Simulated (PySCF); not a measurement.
Isomers of CH7NOSi2, mass 105.007 u with the commonest isotopes. Theory: PBE0-D3(BJ)/def2-SVP geometry optimisation, gas phase in PySCF 2.14.0. One conformer each, none proved a minimum here; rigid rotors.

Question: Order these by rotational constant B, smallest first.
A. `O=CN([SiH3])[SiH3]`
B. `[CH2:1]=[N:2][SiH2:3][O:4][SiH3:5]` with C1–N2–Si3–O4 125°, N2–Si3–O4–Si5 41°
C. `[O:1]=[CH:2][NH:3][SiH2:4][SiH3:5]` with O1–C2–N3–Si4 0°, C2–N3–Si4–Si5 0°

Answer: B (1606 MHz), A (2400 MHz), C (2519 MHz).

Question: Order these by dipole moment, largest first.
A. `O=CN([SiH3])[SiH3]`
B. `[O:1]=[CH:2][NH:3][SiH2:4][SiH3:5]` with O1–C2–N3–Si4 0°, C2–N3–Si4–Si5 0°
C. `[CH2:1]=[N:2][SiH2:3][O:4][SiH3:5]` with C1–N2–Si3–O4 125°, N2–Si3–O4–Si5 41°

Answer: B (3.32 D), A (2.67 D), C (1.48 D).

Question: Order these by rotational constant A, largest first.
A. `[O:1]=[CH:2][NH:3][SiH2:4][SiH3:5]` with O1–C2–N3–Si4 0°, C2–N3–Si4–Si5 0°
B. `O=CN([SiH3])[SiH3]`
C. `[CH2:1]=[N:2][SiH2:3][O:4][SiH3:5]` with C1–N2–Si3–O4 125°, N2–Si3–O4–Si5 41°

Answer: C (6688 MHz), B (4190 MHz), A (4045 MHz).

```csv
SMILES,point group,Ia (u·Å²),Ib (u·Å²),Ic (u·Å²),κ,μa (D),μb (D),μc (D)
O=CN([SiH3])[SiH3],–,120.63,210.62,319.17,-0.37,2.63,0.50,0.01
C=N[SiH2]O[SiH3],C1,75.56,314.59,367.82,-0.91,1.38,0.20,0.50
O=CN[SiH2][SiH3],Cs,124.94,200.59,313.49,-0.25,2.05,2.61,0.02
```
